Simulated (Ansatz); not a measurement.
`[NH2][AlH][O][SiH2][SiH3]` + `CSS` → `CSS[SiH2][SiH3]` + `[NH2][AlH][OH]`  (ligand exchange at the Si–O bond)

Program: Ansatz. Geometries: PBE0-D4/def2-TZVP. ΔE: electronic, gas phase. CBS: MP2 limit from def2 TZ/QZ plus the TZ coupled-cluster correction, frozen cores. This one scheme is used for every species. DFT in def2-TZVPP. B3LYP here is the variant with VWN-RPA as its local correlation; programs differ in this. Each species was taken in one conformer, which may not be the lowest.

CCSD(T)/CBS gives +10.0 kcal/mol.

Problem. Another level gave +9.2 kcal/mol. Which?
A. HF/def2-TZVPP
B. PBE0/def2-TZVPP
C. PBE-D4/def2-TZVPP
D. B3LYP-D4/def2-TZVPP

Solution. B. PBE0 9.2, PBE-D4 7.1, B3LYP-D4 11.2, HF/def2-TZVPP 17.2 kcal/mol.

Largest T1 diagnostic among the species: 0.013.

The D4 term adds −1.6 kcal/mol with B3LYP and −0.8 kcal/mol with PBE0; it sums over pairs of atoms, weighted by their polarisabilities, and B3LYP, whose exchange is more repulsive, gets the larger term. From PBE to PBE0 (25 % exact exchange), in def2-TZVPP and without D4, ΔE moves by +1.2 kcal/mol. In def2-TZVPP, CCSD(T) changes the Hartree–Fock value by −6.1 kcal/mol (the triples alone add −1.3 kcal/mol) and MP2 by −7.7 kcal/mol.
